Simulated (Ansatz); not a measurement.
The cluster Mg3Te3, relaxed as a singlet with RKS PBE0-D4/def2-SVP in Ansatz, starting from the GFN1-xTB geometry. Force threshold 0.02 eV/Å.

In the def2 sets Te takes a core potential; there is no spin–orbit coupling. The structure comes from a short search, and lower isomers may exist.

Start:

Cartesian coordinates in Å:
```
Mg 1.6621 0.7637 -0.0762
Mg -1.2817 0.4805 -1.2100
Mg -0.3798 -1.2419 1.2902
Te 0.6097 2.0026 -2.0779
Te -2.6786 -1.2285 0.1225
Te 2.0682 -0.7764 1.9515
```

```tsv
step	energy (eV)	largest force component (eV/Å)	SCF passes
1	-38207.4989	0.563	15
2	-38207.5984	0.233	20
3	-38207.6235	0.051	21
4	-38207.6246	0.008	22
```

Force components are those of the run's own axes.

End:

```
atom   x (Å)   y (Å)   z (Å)
 Mg1   1.779   0.815  -0.082
 Mg2  -1.374   0.515  -1.297
 Mg3  -0.405  -1.330   1.379
 Te4   0.616   2.024  -2.099
 Te5  -2.707  -1.241   0.125
 Te6   2.091  -0.784   1.974
```

By distances, no bond broke or formed. The bond that changes most is Mg3–Te6, from 2.58 to 2.62 Å (atoms count from 1). The end is the same structure that another start reached, the lowest one found.

No frequencies were taken in this run, so the end may be a saddle point.

Run time 13 s (4 threads of Arm Neoverse V2 on a shared host).
